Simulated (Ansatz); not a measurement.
Consider the cleavage of the B–Si bond: `B[SiH](N)F` + `CC(O)[SiH3]` → `BOC(C)[SiH3]` + `N[SiH2]F`.

Gas-phase electronic energies from Ansatz, PBE0-D4/def2-TZVP geometries. CCSD(T)/CBS is the MP2 limit (def2-TZVPP, def2-QZVPP) plus CCSD(T) − MP2 in def2-TZVPP, frozen cores. DFT in def2-TZVPP. B3LYP here is the variant with VWN-RPA as its local correlation; programs differ in this. Each species was taken in one conformer, which may not be the lowest.

`B[SiH](N)F`:

Cartesian coordinates in Å:
```
B 0.777 1.319 -0.528
Si 0.217 -0.590 -0.270
N -0.942 -0.584 0.977
F -0.332 -1.116 -1.693
H 1.909 1.694 -0.457
H -0.059 2.153 -0.729
H 1.248 -1.577 0.137
H -1.129 -1.389 1.552
H -1.690 0.089 1.012
```

`CC(O)[SiH3]`:

Z-matrix (Å, degrees):
```
C
C 1 1.518
H 1 1.093 2 111.2
H 1 1.096 2 110.8 3 119.4
H 1 1.093 2 111.0 3 -120.8
O 2 1.423 1 111.9 3 -179.8
Si 2 1.896 1 112.6 3 60.8
H 2 1.102 1 108.7 3 -58.0
H 6 0.962 2 108.5 1 55.2
H 7 1.487 2 109.8 1 58.6
H 7 1.485 2 110.6 1 179.9
H 7 1.489 2 108.6 1 -60.4
```

`BOC(C)[SiH3]`:

Cartesian coordinates in Å:
```
B 0.436 -0.384 2.243
O -0.091 -0.651 1.040
C -0.037 0.281 -0.046
C -1.447 0.624 -0.475
Si 0.992 -0.509 -1.434
H 0.971 0.674 2.447
H 0.343 -1.238 3.076
H 0.476 1.190 0.296
H -1.989 -0.271 -0.789
H -1.432 1.327 -1.312
H -2.001 1.085 0.348
H 2.345 -0.845 -0.921
H 1.115 0.458 -2.558
H 0.317 -1.741 -1.916
```

`N[SiH2]F`:

Z-matrix (Å, degrees):
```
Si
F 1 1.605
N 1 1.696 2 114.6
H 1 1.479 2 105.8 3 -119.3
H 1 1.479 2 105.8 3 119.3
H 3 1.006 1 122.0 2 77.5
H 3 1.006 1 122.0 2 -77.5
```

```csv
level,ΔE (kJ/mol),difference from CCSD(T)/CBS
PBE-D4,-173.7,6.8
B3LYP-D4,-184.3,-3.8
ωB97M-V,-184.0,-3.5
B2PLYP,-186.9,-6.4
r2SCAN,-180.7,-0.2
PBE0,-173.5,7.0
B3LYP,-183.5,-3.0
MP2/def2-TZVPP,-189.6,-9.1
SCS-MP2/def2-TZVPP,-188.2,-7.7
CCSD/def2-TZVPP,-181.1,-0.6
CCSD(T)/def2-TZVPP,-183.0,-2.5
HF/def2-QZVPP,-184.4,-3.9
SCS-MP2/def2-QZVPP,-187.1,-6.6
HF/CBS(def2),-184.5,-4.0
MP2/CBS(def2),-187.1,-6.6
CCSD/CBS(def2),-178.6,1.9
CCSD(T)/CBS,-180.5,0
```

Largest T1 diagnostic among the species: 0.013.
